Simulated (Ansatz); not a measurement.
Computed with Ansatz on PBE0-D4/def2-TZVP structures; ΔE is electronic, products minus reactants. CCSD(T)/CBS is the MP2 limit (def2-TZVPP, def2-QZVPP) plus CCSD(T) − MP2 in def2-TZVPP, frozen cores. This one scheme is used for every species. DFT in def2-TZVPP. B3LYP here is the variant with VWN-RPA as its local correlation; programs differ in this. Each species was taken in one conformer, which may not be the lowest.

Consider the ligand exchange at the Al–F bond: `C[NH][AlH][F]` + HCl → `C[NH][AlH][Cl]` + H–F.

Q: Is it downhill or uphill in electronic energy at CCSD(T)/CBS, and by how much? (Best estimate.)

A: Ansatz gave: Uphill: ΔE = +16.3 kJ/mol.

Q: What do these levels give: LDA (SPW92), PBE-D4, B3LYP-D4, r2SCANh-D4, ωB97M-V, B2PLYP, PBE-QIDH, BLYP, CAM-B3LYP, HF/def2-SVP, HF/def2-TZVPP, MP2/def2-QZVPP? (Best estimate.)

A: Computed: LDA (SPW92) 16.8, PBE-D4 15.1, B3LYP-D4 21.1, r2SCANh-D4 16.7, ωB97M-V 18.6, B2PLYP 23.4, PBE-QIDH 13.4, BLYP 30.1, CAM-B3LYP 28.0, HF/def2-SVP 18.5, HF/def2-TZVPP 21.1, MP2/def2-QZVPP 15.2 kJ/mol.

Q: What do rigid-rotor, harmonic-oscillator terms from PBE0-D4/def2-TZVP frequencies (298.15 K, 1 bar) make of the CCSD(T)/CBS value? (An estimate is asked.)

A: Computed: ΔZPE = +4.9 kJ/mol, ΔH = +21.6 kJ/mol, ΔS = -2 J/(mol·K), ΔG = +22.2 kJ/mol.

Largest T1 diagnostic among the species: 0.012.

The D4 term adds −5.2 kJ/mol with B3LYP and −2.9 kJ/mol with PBE0; it sums over pairs of atoms, weighted by their polarisabilities, and B3LYP, whose exchange is more repulsive, gets the larger term. At CCSD(T), def2-SVP lies +7.9 kJ/mol from the extrapolated value and def2-TZVPP +3.0 kJ/mol.
